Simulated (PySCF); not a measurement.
C₄H₆, charge +1, doublet, geometry from GFN2-xTB (a state made from the parent by changing its charge; the spin is typed, not shown lowest), with bond 10-4 at 1.6 times its length; SVWN5/STO-3G run with PySCF.

Input for PySCF:
```python
from pyscf import gto, scf, dft

mol = gto.M(
    atom='''
C     1.716652    0.233856   -0.654215
C     0.682742   -0.140028    0.143494
C    -0.682742    0.140028   -0.143494
C    -1.716652   -0.233856    0.654215
H     1.609736    0.966613   -1.443741
H     2.702902   -0.193917   -0.529291
H     0.888581   -0.689134    1.058752
H    -0.888581    0.689134   -1.058752
H    -2.702902    0.193917    0.529291
H    -1.545586   -1.406268    1.917456
''',
    basis='sto-3g',
    charge=1,
    spin=1,
    verbose=4,
)

mf = dft.UKS(mol)
mf.xc = 'lda,vwn'
mf.diis = False
mf.damp = 0.3
mf.diis_start_cycle = 200
mf.max_cycle = 150
mf.kernel()
mf.analyze()
```

### Question
Write the output that PySCF gives for this input, abridged.

### Answer

```
PySCF version 2.14.0

[INPUT] verbose = 4
[INPUT] num. atoms = 10
[INPUT] num. electrons = 29
[INPUT] charge = 1
[INPUT] spin (= nelec alpha-beta = 2S) = 1
[INPUT] symmetry False subgroup None
[INPUT] Mole.unit = angstrom
[INPUT] Symbol           X                Y                Z      unit          X                Y                Z       unit  Magmom
[...]
nuclear repulsion = 101.959394754793
number of shells = 18
number of NR pGTOs = 78
number of NR cGTOs = 26
basis = sto-3g
ecp = {}

******** <class 'pyscf.dft.uks.UKS'> ********
method = UKS
initial guess = minao
damping factor = 0.3
level_shift factor = 0
DIIS disabled
SCF conv_tol = 1e-09
SCF conv_tol_grad = None
SCF max_cycles = 150
direct_scf = True
direct_scf_tol = 1e-13
number electrons alpha = 15  beta = 14
XC library pyscf.dft.libxc version 7.1.2
    S. Lehtola, C. Steigemann, M. J. T. Oliveira, and M. A. L. Marques,  SoftwareX 7, 1–5 (2018)
XC functionals = lda,vwn
    P. A. M. Dirac,  Math. Proc. Cambridge Philos. Soc. 26, 376 (1930)
    F. Bloch,  Z. Phys. 57, 545 (1929)
    S. H. Vosko, L. Wilk, and M. Nusair,  Can. J. Phys. 58, 1200 (1980)
radial grids:
    Treutler-Ahlrichs [JCP 102, 346 (1995); DOI:10.1063/1.469408] (M4) radial grids

becke partition: Becke, JCP 88, 2547 (1988); DOI:10.1063/1.454033
pruning grids: <function nwchem_prune>
grids dens level: 3
symmetrized grids: False
atomic radii adjust function: <function treutler_atomic_radii_adjust>
small_rho_cutoff = 0
Set gradient conv threshold to 3.16228e-05
tot grids = 115320
init E= -152.646193125977

cycle= 1 E= -152.204175273319  delta_E= 0.442  |g|= 0.0554  |ddm|= 2.86
cycle= 2 E= -152.202934792041  delta_E= 0.00124  |g|= 0.0712  |ddm|= 0.199
cycle= 3 E= -152.190737169452  delta_E= 0.0122  |g|= 0.138  |ddm|= 0.315
cycle= 4 E= -152.125164295352  delta_E= 0.0656  |g|= 0.31  |ddm|= 0.66
cycle= 5 E= -151.876839215476  delta_E= 0.248  |g|= 0.602  |ddm|= 1.32
cycle= 6 E= -151.066233015848  delta_E= 0.811  |g|= 1.07  |ddm|= 2.17
cycle= 7 E= -149.107860108352  delta_E= 1.96  |g|= 1.62  |ddm|= 3.18
cycle= 8 E= -139.480410478821  delta_E= 9.63  |g|= 2.55  |ddm|=  6.1
cycle= 9 E= -124.496614659387  delta_E=   15  |g|= 2.37  |ddm|= 11.3
cycle= 10 E= -121.089802833121  delta_E= 3.41  |g|= 2.07  |ddm|= 13.6
cycle= 11 E= -120.749657588333  delta_E= 0.34  |g|= 2.06  |ddm|=   14
cycle= 12 E= -121.108711818056  delta_E= -0.359  |g|= 2.06  |ddm|=   14
cycle= 13 E= -120.734672829486  delta_E= 0.374  |g|= 2.08  |ddm|=   14
[...]
SCF not converged.
Total Energy =                        -121.110811617479115
[...]
[...]
To work with the spin densities directly, `use mulliken_meta_spin()` only printing them here.

 ** Mulliken spin pop alpha/beta on meta-lowdin orthogonal AOs **
 ** Mulliken Spin Density (per AO)  **
spin_pop of  0 C 1s       -0.00000
spin_pop of  0 C 2s        0.00001
spin_pop of  0 C 2px       0.00002
spin_pop of  0 C 2py       0.00000
spin_pop of  0 C 2pz       0.00001
spin_pop of  1 C 1s       -0.00002
spin_pop of  1 C 2s        0.00156
spin_pop of  1 C 2px       0.00116
spin_pop of  1 C 2py       0.00150
spin_pop of  1 C 2pz       0.00385
spin_pop of  2 C 1s        0.00003
spin_pop of  2 C 2s        0.07607
spin_pop of  2 C 2px       0.00331
spin_pop of  2 C 2py       0.04667
spin_pop of  2 C 2pz       0.14144
spin_pop of  3 C 1s        0.00000
spin_pop of  3 C 2s        0.00168
spin_pop of  3 C 2px       0.01068
spin_pop of  3 C 2py       0.00026
spin_pop of  3 C 2pz       0.00001
spin_pop of  4 H 1s        0.00007
spin_pop of  5 H 1s        0.00000
spin_pop of  6 H 1s        0.00025
spin_pop of  7 H 1s        0.70282
spin_pop of  8 H 1s        0.00789
spin_pop of  9 H 1s        0.00074
 ** Mulliken Spin Density (per atom)  **
spin density of  0 C =      0.00004
spin density of  1 C =      0.00805
spin density of  2 C =      0.26752
spin density of  3 C =      0.01263
spin density of  4 H =      0.00007
spin density of  5 H =      0.00000
spin density of  6 H =      0.00025
spin density of  7 H =      0.70282
spin density of  8 H =      0.00789
spin density of  9 H =      0.00074
 ** Mulliken pop alpha/beta on meta-lowdin orthogonal AOs **
 ** Mulliken pop       alpha | beta **
[...]
In total            15.00000 | 14.00000
 ** Mulliken atomic charges   ( Nelec_alpha | Nelec_beta ) **
charge of  0C =      3.99783  (     1.00110      1.00106 )
charge of  1C =      3.78327  (     1.11239      1.10434 )
charge of  2C =     -3.50683  (     4.88717      4.61966 )
charge of  3C =     -3.98446  (     4.99854      4.98591 )
charge of  4H =      0.99964  (     0.00021      0.00014 )
charge of  5H =      0.99995  (     0.00002      0.00002 )
charge of  6H =      0.99498  (     0.00263      0.00238 )
charge of  7H =     -0.29430  (     0.99856      0.29574 )
charge of  8H =     -0.99201  (     0.99995      0.99206 )
charge of  9H =     -0.99808  (     0.99941      0.99867 )

WARN: System has nonzero charge 1; the dipole moment is origin-dependent.
Location of origin: [0. 0. 0.]

Dipole moment(X, Y, Z, Debye): 138.74345,  9.19448, -34.86634
```

The run did not converge; its last values are not results.
